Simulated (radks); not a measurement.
As10+, 23 electrons, occupied as [Ne] 3s1 3p6 3d6 (not the ground configuration).

Calculated with a radial shooting solver on a logarithmic mesh with Libxc functionals: scalar-relativistic Kohn-Sham, PBE, spin-polarised, spherical densities, finite nucleus; open shells are filled with parallel spins first; Fermi nuclear charge, rms radius 4.0968 fm.

Energy parts (eV):
total: -60281.010
kinetic: 61468.310
electron-nucleus: -139463.487
Hartree: 19771.424
exchange-correlation: -2057.258

Orbitals (lengths in bohr, moments of r in powers of bohr; r(max) is where P^2 peaks):
orbital  occ.  eigenvalue (eV)   r(max)     <r^2>  <1/r>      <r>
1s up       1        -11983.17  0.02973  0.002786  33.47  0.04550
1s down     1        -11982.24  0.02974  0.002786  33.47  0.04550
2s up       1        -1750.647   0.1700   0.04839  7.373   0.2026
2s down     1        -1745.067   0.1699   0.04821  7.387   0.2022
2p up       3        -1567.514   0.1363   0.03839  7.223   0.1771
2p down     3        -1563.138   0.1362   0.03820  7.236   0.1767
3s up       1        -428.5029   0.5079    0.3647  2.537   0.5649
3s down     0        -418.3890   0.5092    0.3693  2.517   0.5684
3p up       3        -370.6076   0.5019    0.3748  2.417   0.5686
3p down     3        -360.6181   0.5037    0.3811  2.395   0.5731
3d up       5        -276.8383   0.4381    0.3633  2.214   0.5524
3d down     1        -266.5975   0.4407    0.3742  2.194   0.5597

The highest occupied level is 3d down at -266.60 eV. The configuration is held as typed, so some empty levels lie below it. Spin moment in Bohr magnetons: 5.
